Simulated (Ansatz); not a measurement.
Two members of one family (Series GeH2X2), computed with Ansatz in the gas phase. The two geometries come from different levels. Binding counts from free atoms in the multiplicity of their measured ground term, without zero-point energy. A dash marks a value that wasn't run or was left out as unsound. The structures are stationary points that may keep the symmetry of their start. Remarks come from the PBE and PBE0 runs and from stability tests at other levels; not every state was tested. HOMO above LUMO (over both spins in singlets and doublets, within one spin in higher multiplets; at PBE or PBE0), or a gap under 0.15 eV within one spin, warns that the state may not be the lowest or that an electron is smeared out.

First: GeBr2H2 (singlet, charge 0, B3LYP-D4/def2-SVP geometry).

```xyz
5

Ge   -0.187    0.074    0.042
Br    1.791    1.277    0.190
Br    0.273   -2.089   -0.661
H    -1.073    0.741   -1.018
H    -0.804   -0.003    1.446
```

```tsv
level	HOMO (eV)	LUMO (eV)	gap (eV)	vertical IE (eV)	vertical triplet (eV)	binding per atom (eV)
PBE-D4/def2-SVP	-7.06	-2.13	4.93	–	–	2.55
PBE-D4/def2-TZVP	-7.23	-2.36	4.87	10.04	4.82	2.55
r2SCAN-D4/def2-TZVP	-7.58	-2.14	5.43	10.31	5.10	2.58
B3LYP-D4/6-31G	-8.26	-1.96	6.29	–	–	2.30
ωB97M-V/def2-TZVP	-10.69	0.45	11.14	–	–	2.51
```

Remarks: gap within one spin near zero at PBE or PBE0 (+1 doublet), gap within one spin near zero at PBE or PBE0 (triplet).

Second: GeCl2H2 (singlet, charge 0, r2SCAN-D4/def2-TZVP geometry).

```xyz
5

Ge   -0.165    0.063   -0.013
Cl    1.470    0.545   -1.309
Cl    0.536   -1.318    1.466
H    -1.241   -0.632   -0.843
H    -0.599    1.342    0.699
```

**Question.** What does the change do? Estimate second minus first.

**Answer.** 
| level | Δ HOMO (eV) | Δ LUMO (eV) | Δ gap (eV) | Δ vertical IE (eV) | Δ vertical triplet (eV) | Δ binding per atom (eV) |
| --- | --- | --- | --- | --- | --- | --- |
| PBE-D4/def2-SVP | -0.37 | 0.79 | 1.16 | – | – | 0.19 |
| PBE-D4/def2-TZVP | -0.40 | 0.68 | 1.08 | 0.61 | 0.99 | 0.19 |
| r2SCAN-D4/def2-TZVP | -0.42 | 0.75 | 1.17 | 0.61 | 1.04 | 0.19 |
| B3LYP-D4/6-31G | -0.62 | 0.63 | 1.25 | – | – | 0.13 |
| ωB97M-V/def2-TZVP | -0.55 | 0.84 | 1.39 | – | – | 0.23 |
